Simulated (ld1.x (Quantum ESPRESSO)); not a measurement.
# Scattering properties, RRKJ potential for Cd (Z = 48)

- Element: cadmium
- Generator: ld1.x (Quantum ESPRESSO) 7.5
- Type: norm-conserving RRKJ (Kleinman–Bylander form)
- Functional: PBE
- Relativity: scalar-relativistic
- Frozen core: [Kr]
- Valence charge: 12
- Reference configuration: 4d10 5s2 5p0
- Partial waves: 5s (bound): rc 2.20 bohr; 5p (bound, empty): rc 2.35 bohr; 4d (bound): rc 1.95 bohr
- Local potential: the d channel
- Core correction: a·sin(br)/r model core inside 1.60 bohr
- rho0: 0.005

The phase is arctan(r·u′/u) with u = r·R(r), unwrapped; energies in Ry, scanned from -3 to 5 Ry. A pole is an energy at which the radial function vanishes at the test radius. The pseudo phase is shifted by a multiple of π to meet the all-electron one at the reference energy, and phase errors are pseudo minus all-electron; the curves can meet again beyond the range given. Levels narrower than the energy grid can be missing from the lists of poles.

```json
{"channel": "s", "radius (bohr)": "2.55", "reference energy (Ry)": "-0.42", "poles, all-electron": "1.70", "poles, pseudo": "1.61", "unbroken range about the reference energy with phases within 0.05 rad": "below 3.2", "phase error 1 Ry above the reference energy (rad)": "-0.004"}
{"channel": "p", "radius (bohr)": "2.55", "reference energy (Ry)": "-0.09", "poles, all-electron": "3.00", "poles, pseudo": "-1.93, 2.89", "unbroken range about the reference energy with phases within 0.05 rad": "-1.8 to 4.7", "phase error 1 Ry above the reference energy (rad)": "-0.001"}
{"channel": "d", "radius (bohr)": "2.55", "reference energy (Ry)": "-0.86", "poles, all-electron": "-0.68", "poles, pseudo": "-0.67", "unbroken range about the reference energy with phases within 0.05 rad": "below 1.4", "phase error 1 Ry above the reference energy (rad)": "+0.005"}
```

Note: ghost states, extra bound levels that the all-electron valence spectrum of the same l lacks: s at -104.0 eV, p at -26.4 eV. A true bound ghost makes a file unfit for plane-wave use.

Phases in the d channel:

```
E (Ry)  all-electron  pseudo
 -3.00         1.343   1.343
 -2.76         1.332   1.332
 -2.52         1.318   1.319
 -2.28         1.302   1.303
 -2.04         1.280   1.281
 -1.80         1.249   1.251
 -1.56         1.200   1.201
 -1.32         1.095   1.097
 -1.08         0.660   0.664
 -0.84        -1.270  -1.270
 -0.60        -1.630  -1.629
 -0.36        -1.734  -1.731
 -0.12        -1.794  -1.790
  0.12        -1.842  -1.837
  0.36        -1.889  -1.881
  0.60        -1.941  -1.930
  0.84        -2.005  -1.988
  1.08        -2.089  -2.063
  1.32        -2.208  -2.166
  1.56        -2.389  -2.316
  1.80        -2.677  -2.549
  2.04        -3.107  -2.906
  2.28        -3.583  -3.364
  2.52        -3.944  -3.775
  2.76        -4.172  -4.055
  3.00        -4.316  -4.233
  3.24        -4.413  -4.350
  3.48        -4.482  -4.432
  3.72        -4.534  -4.492
  3.96        -4.574  -4.538
  4.20        -4.606  -4.575
  4.44        -4.634  -4.604
  4.68        -4.657  -4.630
  4.92        -4.678  -4.652
```
